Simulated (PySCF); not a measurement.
LDA on Ca- (calcium, charge -1), [Ar] 3d1 4s2, 2D determinant. Computed with PySCF 2.14 in aug-cc-pwCVQZ-X2C, with scalar relativity by spin-free X2C-1e.

```
cycle= 1 E= -678.576005431666  delta_E= -0.0152  |g|= 0.0313  |ddm|= 1.23
cycle= 2 E= -678.576266393327  delta_E= -0.000261  |g|= 0.0127  |ddm|= 0.328
cycle= 3 E= -678.576289190011  delta_E= -2.28e-05  |g|= 0.00436  |ddm|= 0.0965
cycle= 4 E= -678.576291020433  delta_E= -1.83e-06  |g|= 0.000384  |ddm|= 0.00963
cycle= 5 E= -678.576291091386  delta_E= -7.1e-08  |g|= 3.59e-05  |ddm|= 0.00414
cycle= 6 E= -678.576291092217  delta_E= -8.31e-10  |g|= 2.7e-06  |ddm|= 0.000319
converged SCF energy = -678.576291092217  <S^2> = 0.75008888  2S+1 = 2.0000889
```

Highest occupied orbital energy: 1.400 eV; ⟨L²⟩ = 6.00; populations by l: s 8.00, p 12.00, d 1.00, f 0.00.

Can this result be used?

With care. Self-consistency was reached. The configuration of this anion was assumed by filling the next shell in order. It is not the known or likely ground configuration (Ca⁻, Sr⁻ and Ba⁻, for instance, bind a p electron), so these values are not the electron affinity of the element. At LDA the highest occupied level has a positive energy, so only the finite basis holds that electron.
